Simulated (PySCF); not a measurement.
Compound: C₈H₁₁N.
Numbering: `[CH3:1][N:2]([CH3:3])[C@@:4]12[CH:5]=[CH:6][C@H:7]3[C@@H:8]1[C@@H:9]23` (hydrogens: H10, H11, H12 on C1; H13, H14, H15 on C3; H16 on C5; H17 on C6; H18 on C7; H19 on C8; H20 on C9)

Method used: TDDFT CAM-B3LYP/def2-SVPD, vertical, gas phase, core orbitals frozen in the response (PySCF 2.14.0, density-fitted response routines). Isolated species at its PBE0-D3(BJ)/def2-SVP geometry (one conformer only).

Question: Predict the UV-vis stick spectrum at this level.

Answer: 

```json
{"state": "S1", "E (eV)": "5.68", "λ (nm)": "218.1", "ν̃ (cm⁻¹)": "45850", "f": "0.067", "|μ| (D)": "1.76", "main configurations (H = HOMO, L = LUMO)": "H-1→L (95%)"}
{"state": "S2", "E (eV)": "5.80", "λ (nm)": "213.8", "ν̃ (cm⁻¹)": "46780", "f": "0.0001", "|μ| (D)": "0.05", "main configurations (H = HOMO, L = LUMO)": "H→L (91%)"}
{"state": "S3", "E (eV)": "6.22", "λ (nm)": "199.4", "ν̃ (cm⁻¹)": "50150", "f": "0.0098", "|μ| (D)": "0.65", "main configurations (H = HOMO, L = LUMO)": "H→L+1 (86%), H→L+2 (9%)"}
{"state": "S4", "E (eV)": "6.52", "λ (nm)": "190.2", "ν̃ (cm⁻¹)": "52570", "f": "0.032", "|μ| (D)": "1.15", "main configurations (H = HOMO, L = LUMO)": "H-1→L+1 (60%), H-1→L+4 (18%), H-1→L+2 (15%)"}
{"state": "S5", "E (eV)": "6.66", "λ (nm)": "186.1", "ν̃ (cm⁻¹)": "53740", "f": "0.0001", "|μ| (D)": "0.07", "main configurations (H = HOMO, L = LUMO)": "H-2→L (92%)"}
{"state": "S6", "E (eV)": "7.00", "λ (nm)": "177.2", "ν̃ (cm⁻¹)": "56450", "f": "0.0000", "|μ| (D)": "0.04", "main configurations (H = HOMO, L = LUMO)": "H→L+3 (80%), H-1→L+2 (10%)"}
```

The lowest singlet comes at 218 nm (548 kJ/mol) in the ultraviolet; it is of moderate strength; its leading configuration is HOMO-1→LUMO (95%). The lowest level is also the most intense of those listed (f = 0.067). Löwdin shares by element: HOMO (one of a set within 0.03 eV) nitrogen 54%, carbon 22% or more (atoms not listed hold the other 25%); LUMO carbon 71% or more (atoms not listed hold the other 29%). Weighted by f, the mean energy of these states is 5.98 eV. The listed states span 1.31 eV, and the widest gap between neighbours is 0.42 eV (S2 to S3). The oscillator strengths of these states sum to 0.109; summed over the whole spectrum of an exact calculation they would give the number of electrons, 66 (Thomas–Reiche–Kuhn). The window holds the lowest 6 singlets.
